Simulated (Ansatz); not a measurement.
These are Ansatz (a first-principles code) with frozen-core CCSD(T)/cc-pVDZ // B3LYP-D3(BJ)/def2-SVP values and carry that method's errors. The restricted HF reference is unstable towards unrestricted orbitals.

Ansatz 0.2 input:
```yaml
crystal:
  periodic: [false, false, false]
  atoms:
    - { symbol: B, position_ang: [-2.327834, -1.486094, -0.484459] }
    - { symbol: C, position_ang: [-1.468217, -0.251598, -0.125861] }
    - { symbol: C, position_ang: [-2.07913, 0.960407, 0.167254] }
    - { symbol: F, position_ang: [-3.406191, 1.090801, 0.147351] }
    - { symbol: C, position_ang: [-1.34183, 2.123834, 0.502497] }
    - { symbol: N, position_ang: [-0.034103, 2.131424, 0.557821] }
    - { symbol: C, position_ang: [0.645476, 0.982036, 0.283933] }
    - { symbol: C, position_ang: [2.064136, 1.021138, 0.352215] }
    - { symbol: C, position_ang: [2.807668, -0.107391, 0.086002] }
    - { symbol: C, position_ang: [2.155159, -1.315781, -0.257787] }
    - { symbol: C, position_ang: [0.777842, -1.38238, -0.331247] }
    - { symbol: C, position_ang: [-0.022814, -0.240992, -0.064288] }
    - { symbol: H, position_ang: [-1.821857, -2.546354, -0.742396] }
    - { symbol: H, position_ang: [-3.525524, -1.397694, -0.50931] }
    - { symbol: H, position_ang: [-1.887581, 3.048972, 0.722828] }
    - { symbol: H, position_ang: [2.525572, 1.972596, 0.621313] }
    - { symbol: H, position_ang: [3.898186, -0.074738, 0.138949] }
    - { symbol: H, position_ang: [2.749816, -2.208039, -0.467729] }
    - { symbol: H, position_ang: [0.291229, -2.320147, -0.597085] }
basis:
  gaussian: { orbitals: cc-pVDZ }
correlation:
  method: ccsd_t
```

Output:

```
Functional definition: HF
1889 factors; integrals over basis functions are off by at most 9.5e-4 eV
mean field evaluation 1: about -14238.5680 eV, gradient 4.2e1 eV
mean field evaluation 2: about -14239.1522 eV, gradient 4.2e1 eV
mean field evaluation 4: about -14244.5429 eV, gradient 7.6e0 eV
mean field evaluation 8: about -14244.7202 eV, gradient 2.3e-1 eV
mean field evaluation 16: about -14238.5688 eV, gradient 4.2e1 eV
mean field evaluation 32: about -14235.3805 eV, gradient 5.3e0 eV
mean field -14244.72063898 eV, -523.4838280643 hartree, gradient 2.8e-6 eV, S^2 0.000000; 0 other end points of the search recorded, 0 dependent functions left out; unrestricted orbitals would lower it
12 core orbitals not correlated
reference -14244.72063898 eV, -523.4838280643 hartree; 29, 29 occupied and 162, 162 virtual orbitals, 1889 factors
second order -43.01011425 eV of doubles, -0.00000000 eV of singles
cycle   1  -42.81333697 eV  change    2.0e-1 eV  update   1.7e-1
cycle   2  -44.07598501 eV  change    -1.3e0 eV  update   5.6e-2
cycle   3  -44.37964966 eV  change   -3.0e-1 eV  update   2.5e-2
cycle   4  -44.37974771 eV  change   -9.8e-5 eV  update   7.5e-3
cycle   5  -44.37986145 eV  change   -1.1e-4 eV  update   3.7e-3
cycle   6  -44.38182681 eV  change   -2.0e-3 eV  update   1.2e-3
cycle   7  -44.38149869 eV  change    3.3e-4 eV  update   5.3e-4
cycle   8  -44.38128099 eV  change    2.2e-4 eV  update   2.3e-4
cycle   9  -44.38129375 eV  change   -1.3e-5 eV  update   1.2e-4
cycle  10  -44.38130443 eV  change   -1.1e-5 eV  update   4.8e-5
perturbative correction -1.97675706 eV, -0.0726444819 hartree
Total energy: -14291.07870047 eV, -525.1874554012 hartree
```

Cost: around 11 core-minutes (rough).
